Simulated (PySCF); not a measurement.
C4H4F2, singlet, at a GFN2-xTB geometry; DF-PBE/pcseg-0 run with PySCF.

Here is a job for PySCF.
```python
from pyscf import gto, scf, dft

mol = gto.M(
    atom='''
C     1.015969    1.422008    2.064941
C     0.853568    0.525188    1.290837
C     0.635440   -0.546985    0.341465
C    -0.641627   -0.314309   -0.459607
F    -0.944979   -1.418008   -1.188697
F    -0.483550    0.691901   -1.350940
H     1.174162    2.202037    2.747806
H     0.537787   -1.500252    0.867442
H     1.478053   -0.608608   -0.352973
H    -1.513342   -0.073617    0.168635
''',
    basis='pcseg-0',
    charge=0,
    spin=0,
    verbose=4,
    max_memory=1800,
)

mf = dft.RKS(mol)
mf.xc = 'pbe'
mf = mf.density_fit(auxbasis='def2-universal-jkfit')
mf.kernel()
```

Question: Write the output that PySCF gives for this input, abridged.

Answer: 
```
PySCF version 2.14.0

[INPUT] verbose = 4
[INPUT] num. atoms = 10
[INPUT] num. electrons = 46
[INPUT] charge = 0
[INPUT] spin (= nelec alpha-beta = 2S) = 0
[INPUT] symmetry False subgroup None
[INPUT] Mole.unit = angstrom
[INPUT] Symbol           X                Y                Z      unit          X                Y                Z       unit  Magmom
[INPUT]  1 C      1.015969000000   1.422008000000   2.064941000000 AA    1.919903161048   2.687205666941   3.902172953386 Bohr   0.0
[INPUT]  2 C      0.853568000000   0.525188000000   1.290837000000 AA    1.613009748693   0.992461483908   2.439328401455 Bohr   0.0
[INPUT]  3 C      0.635440000000  -0.546985000000   0.341465000000 AA    1.200807568594  -1.033651844245   0.645275331125 Bohr   0.0
[INPUT]  4 C     -0.641627000000  -0.314309000000  -0.459607000000 AA   -1.212499304126  -0.593957928486  -0.868531354933 Bohr   0.0
[INPUT]  5 F     -0.944979000000  -1.418008000000  -1.188697000000 AA   -1.785751503465  -2.679646762442  -2.246311775092 Bohr   0.0
[INPUT]  6 F     -0.483550000000   0.691901000000  -1.350940000000 AA   -0.913777067533   1.307503395313  -2.552906610720 Bohr   0.0
[INPUT]  7 H      1.174162000000   2.202037000000   2.747806000000 AA    2.218844605872   4.161246846159   5.192600783437 Bohr   0.0
[INPUT]  8 H      0.537787000000  -1.500252000000   0.867442000000 AA    1.016270143351  -2.835065397831   1.639227808945 Bohr   0.0
[INPUT]  9 H      1.478053000000  -0.608608000000  -0.352973000000 AA    2.793115367592  -1.150102437219  -0.667022299366 Bohr   0.0
[INPUT] 10 H     -1.513342000000  -0.073617000000   0.168635000000 AA   -2.859801912802  -0.139115968112   0.318673965016 Bohr   0.0

nuclear repulsion = 219.997838971666
number of shells = 16
number of NR pGTOs = 102
number of NR cGTOs = 62
basis = pcseg-0
ecp = {}

******** <class 'pyscf.df.df_jk.DFRKS'> ********
method = DFRKS
initial guess = minao
damping factor = 0
level_shift factor = 0
DIIS = <class 'pyscf.scf.diis.CDIIS'>
diis_start_cycle = 1
diis_space = 8
diis_damp = 0
SCF conv_tol = 1e-09
SCF conv_tol_grad = None
SCF max_cycles = 50
direct_scf = False
XC library pyscf.dft.libxc version 7.1.2
    S. Lehtola, C. Steigemann, M. J. T. Oliveira, and M. A. L. Marques,  SoftwareX 7, 1–5 (2018)
XC functionals = pbe
    J. P. Perdew, K. Burke, and M. Ernzerhof,  Phys. Rev. Lett. 77, 3865 (1996)
    J. P. Perdew, K. Burke, and M. Ernzerhof,  Phys. Rev. Lett. 78, 1396 (1997)
    J. P. Perdew, K. Burke, and M. Ernzerhof,  Phys. Rev. Lett. 77, 3865 (1996)
    J. P. Perdew, K. Burke, and M. Ernzerhof,  Phys. Rev. Lett. 78, 1396 (1997)
radial grids:
    Treutler-Ahlrichs [JCP 102, 346 (1995); DOI:10.1063/1.469408] (M4) radial grids

becke partition: Becke, JCP 88, 2547 (1988); DOI:10.1063/1.454033
pruning grids: <function nwchem_prune>
grids dens level: 3
symmetrized grids: False
atomic radii adjust function: <function treutler_atomic_radii_adjust>
small_rho_cutoff = 0
Set gradient conv threshold to 3.16228e-05
Initial guess from minao.
tot grids = 124232
init E= -353.69743667011
  HOMO = -0.322963007441695  LUMO = -0.0524796867290598  gap/eV = 7.36023
cycle= 1 E= -353.009768014717  delta_E= 0.688  |g|= 0.608  |ddm|=  3.4
  HOMO = -0.213823925286682  LUMO = 0.0232520669452971  gap/eV = 6.45117
cycle= 2 E= -352.856076430186  delta_E= 0.154  |g|= 1.13  |ddm|= 1.82
  HOMO = -0.243548569971661  LUMO = 0.0133454083290281  gap/eV = 6.99044
cycle= 3 E= -353.079480969208  delta_E= -0.223  |g|= 0.17  |ddm|= 1.14
  HOMO = -0.254485692841835  LUMO = 0.00306290195076198  gap/eV = 7.00825
cycle= 4 E= -353.085046846219  delta_E= -0.00557  |g|= 0.091  |ddm|= 0.244
  HOMO = -0.258650697090011  LUMO = -0.00073642384445094  gap/eV = 7.01820
cycle= 5 E= -353.087065655779  delta_E= -0.00202  |g|= 0.0206  |ddm|= 0.0855
  HOMO = -0.256981764244435  LUMO = 0.00101579155643705  gap/eV = 7.02047
cycle= 6 E= -353.08715882068  delta_E= -9.32e-05  |g|= 0.00416  |ddm|= 0.0264
  HOMO = -0.256779274155963  LUMO = 0.00117510779416952  gap/eV = 7.01930
cycle= 7 E= -353.087162830664  delta_E= -4.01e-06  |g|= 0.000736  |ddm|= 0.00456
  HOMO = -0.256836960397597  LUMO = 0.00112255654005011  gap/eV = 7.01944
cycle= 8 E= -353.087162943402  delta_E= -1.13e-07  |g|= 0.00037  |ddm|= 0.00146
  HOMO = -0.256835359561751  LUMO = 0.00112337017420172  gap/eV = 7.01941
cycle= 9 E= -353.087162965518  delta_E= -2.21e-08  |g|= 4.9e-05  |ddm|= 0.000505
  HOMO = -0.25683369646865  LUMO = 0.0011248716749428  gap/eV = 7.01941
cycle= 10 E= -353.087162966095  delta_E= -5.77e-10  |g|= 1.72e-05  |ddm|= 8.54e-05
  HOMO = -0.256834142824604  LUMO = 0.00112420297638494  gap/eV = 7.01940
Extra cycle  E= -353.08716296605  delta_E= 4.45e-11  |g|= 2.32e-05  |ddm|= 4.34e-05
converged SCF energy = -353.08716296605
```
